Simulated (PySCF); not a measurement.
Input of a run (PBE0-D3(BJ)/def2-SVP geometry optimisation, gas phase, def2 core potentials past Kr (PySCF 2.14.0)), started from GFN2-xTB:
```
{"job": {"xc": "PBE0", "basis": "def2-SVP", "d3": "d3bj", "grid": 1, "maxiter": 30, "shake": 0.03, "kind": "geom"}, "charge": 0, "multiplicity": 1}
Te    -0.448670    -0.249050    -0.894210
O     -0.421650    -0.454750     0.917540
C      0.642930     0.169450     1.565140
H      1.754590    -0.179460     1.186490
H      0.592780    -0.138220     2.604530
H      0.645400     1.278570     1.500860
F     -0.660910     0.055390    -2.779190
F      1.394860    -0.437900    -1.266090
F     -2.372830     0.186220    -0.772860
F     -0.126370     1.689590    -0.814940
F     -0.902080    -2.005350    -1.216390
```

Output (energies in Eh, forces in Eh/bohr):
```
step   0  E = -881.21445264  max force = 0.096248
step   1  E = -881.23697315  max force = 0.035280
step   2  E = -881.24138436  max force = 0.014630
step   3  E = -881.24357385  max force = 0.008279
step   4  E = -881.24331828  max force = 0.004517
step   5  E = -881.24381140  max force = 0.002326
step   6  E = -881.24369937  max force = 0.002450
step   7  E = -881.24393160  max force = 0.001206
step   8  E = -881.24399068  max force = 0.000565
step   9  E = -881.24400783  max force = 0.000427
step  10  E = -881.24404469  max force = 0.001317
step  11  E = -881.24405888  max force = 0.001123
step  12  E = -881.24407564  max force = 0.000483
step  13  E = -881.24408181  max force = 0.001055
step  14  E = -881.24409133  max force = 0.002265
step  15  E = -881.24413379  max force = 0.001649
step  16  E = -881.24413592  max force = 0.000438
optimisation converged
```

Summarise the run.

The energy falls by 0.808 eV over 17 energy and gradient evaluations, the largest force component goes from 0.0962 to 4.4e-04 Eh/bohr, and the atoms move by 0.131 Å rms after alignment. The bond that changes most is C3–H4 (ends: carbon bonded to O and 3 H; hydrogen on carbon), which shortens by 0.126 Å. Bonds longer at the end by more than 0.005 Å: 4 of 10; shorter: 5. Among the angles that change most is O2–Te1–F8, from 99.8° to 92.2°. Among the dihedrals that turn most is F8–Te1–O2–C3, from 40° to 54°. The energy rose by more than 1e-6 Eh at steps 4 and 6. The first step brought 76 % of the lowering.

What are the final bond lengths?

Te1–O2 1.919 Å, Te1–F7 1.879 Å, Te1–F8 1.894 Å, Te1–F9 1.884 Å, Te1–F10 1.895 Å, Te1–F11 1.881 Å, O2–C3 1.424 Å, C3–H4 1.099 Å, C3–H5 1.099 Å, C3–H6 1.099 Å. Numbering counts from 1 in the input's order; the species is Te(OMe)F5, `CO[Te](F)(F)(F)(F)F`.

The run used 139 basis functions and 125 SCF cycles in all.

Whether it is a minimum is left open (no frequencies).
